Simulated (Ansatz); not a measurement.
Species: C4H5N, charge 0, singlet. C4H5N (SMILES C(C=C)C#N).
B3LYP-D3(BJ)/def2-TZVP minimum from Ansatz (a quantum-chemistry and plane-wave program):
```xyz
10

C     -2.1869     0.0014    -0.0997
C     -1.0155     0.1347     0.5022
C      0.1869    -0.7208     0.1919
C      1.3507     0.0760    -0.1935
N      2.2591     0.7158    -0.4883
H     -3.0292     0.6267     0.1648
H     -2.3480    -0.7354    -0.8782
H     -0.8741     0.8865     1.2709
H     -0.0398    -1.4231    -0.6129
H      0.4670    -1.3137     1.0688
```

Property: atomisation energy (electronic, to ground-state atoms), in kcal/mol. UHF or UKS for unpaired electrons; spin-orbit terms are left out. CBS(X,Y): correlation extrapolated as X^-3, Hartree-Fock from the larger set. A bracket is a step between two methods taken in the basis named. Functionals run without relativity, which enters their misses. 'core' is core correlation in cc-pwCVTZ, 'X2C' scalar relativity in cc-pVTZ-DK, both at CCSD(T). Where a partner has so few electrons that a lower coupled-cluster level is exact, that level stands in.

CCSD(T)/CBS(cc-pVTZ,cc-pVQZ) + [CCSDT(Q) - CCSD(T)]/cc-pVDZ + core + X2C (Ansatz) gives 1058.1 kcal/mol.

### Question
How far off this value is PBE/def2-TZVPD (Ansatz), in which direction, and which of these levels come nearer: PBE0/def2-TZVPD, CCSD(T)/CBS(cc-pVTZ,cc-pVQZ) + core + X2C?

### Answer
PBE gives 1087.4 kcal/mol, 29.3 kcal/mol above it. Differences of the others: PBE0/def2-TZVPD (Ansatz) 3.4; CCSD(T)/CBS(cc-pVTZ,cc-pVQZ) + core + X2C (Ansatz) -1.1 kcal/mol. Nearer than PBE: PBE0/def2-TZVPD, CCSD(T)/CBS(cc-pVTZ,cc-pVQZ) + core + X2C.
